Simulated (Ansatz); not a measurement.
Isomers of Ga3H5 (singlet), relaxed with r2SCAN-D4/def2-SVP; total energies from Ansatz at CCSD(T)/def2-TZVP.

| isomer | description | energy (Eh) |
| --- | --- | --- |
| A | point group C2v; 2 × Ga–Ga 2.82 Å; 6 × Ga–H 1.56 to 1.81 Å | -5773.34148 |
| B | point group C2v; 2 × Ga–Ga 2.45 Å; 7 × Ga–H 1.57 to 1.80 Å | -5773.34746 |
| C | point group Cs; 1 × Ga–Ga 2.33 Å; 7 × Ga–H 1.55 to 1.83 Å | -5773.35224 |

Correlated methods freeze 27 core orbitals; core or outer-core shells of Ga are correlated, in sets that lack core-valence functions.

The isomers come from a short search, and lower ones may exist.

Question: Work out the relative energies (1 Eh = 2625.5 kJ/mol) and the Boltzmann populations at 800 K from electronic energies alone (R = 8.314 J/mol/K).

Answer: ΔE: A 28.3, B 12.5, C 0.0 kJ/mol. RT = 6.65 kJ/mol. Factors exp(−ΔE/RT): A 0.0142, B 0.153, C 1; sum 1.167. Populations: A 1.2 %, B 13.1 %, C 85.7 %. Zero-point energy, vibrational entropy and symmetry numbers are left out and can shift these; an error of 4 kJ/mol changes a ratio by a factor of 1.8. Over the other density-functional and correlated levels in def2 sets, the gap between C and B ranges from 1 to 14 kJ/mol.
